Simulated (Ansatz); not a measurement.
Ansatz (a quantum-chemistry and plane-wave program) input (RI-MP2/aug-cc-pVTZ):
A basis named .json is the Basis Set Exchange file of that set.

Ansatz 0.2 input:
```yaml
crystal:
  periodic: [false, false, false]
  atoms:
    - {symbol: N, position_ang: [-1.11030711, 0.16665959, -0.15104767]}
    - {symbol: C, position_ang: [0.45712151, 0.32590879, -0.04544197]}
    - {symbol: O, position_ang: [1.08125206, -0.60514346, 0.26790685]}
    - {symbol: H, position_ang: [-1.35273715, -0.80107113, 0.08990419]}
    - {symbol: H, position_ang: [-1.59255276, 0.80418571, 0.49305279]}
    - {symbol: H, position_ang: [0.76560723, 1.34681413, -0.29461894]}
    - {symbol: H, position_ang: [-1.44091304, 0.36914904, -1.10160728]}
basis:
  gaussian:
    orbitals: aug-cc-pVTZ
    fitting: {mean_field: def2-universal-jkfit, correlation: aug-cc-pVTZ-RIFIT.json}
magnetization: {spin_polarized: true, initial_magnetization: 1}
correlation: {method: mp2, electrons: outside_noble_gas}
```

End of the output:

```
integrals: 0.19 GiB planned
301 factors; integrals over basis functions are off by at most 9.3e-1 eV
502 factors; integrals over basis functions are off by at most 6.4e-1 eV
mean field: 0.58 GiB planned
mean field evaluation 1: about -4607.4033 eV, gradient 3.0e1 eV
mean field evaluation 2: about -4609.9330 eV, gradient 1.9e1 eV
mean field evaluation 4: about -4611.2058 eV, gradient 1.3e0 eV
mean field evaluation 8: about -4611.2237 eV, gradient 2.7e-6 eV
mean field evaluation 16: about -4609.6544 eV, gradient 2.1e0 eV
mean field evaluation 32: about -4610.1792 eV, gradient 1.6e0 eV
mean field -4611.22371511 eV, -169.4593459307 hartree, gradient 2.7e-6 eV, S^2 0.767599; 5 other end points of the search recorded, 0 dependent functions left out
3 core orbitals not correlated
reference -4611.22371511 eV, -169.4593459307 hartree; 10, 9 occupied and 217, 218 virtual orbitals, 502 factors
second order -16.98514410 eV of doubles, -0.00000000 eV of singles
Total energy: -4628.20885921 eV, -170.0835384632 hartree
```

This state (charge 0, doublet) is run at the relaxed geometry of the species with charge 1 and multiplicity 1.
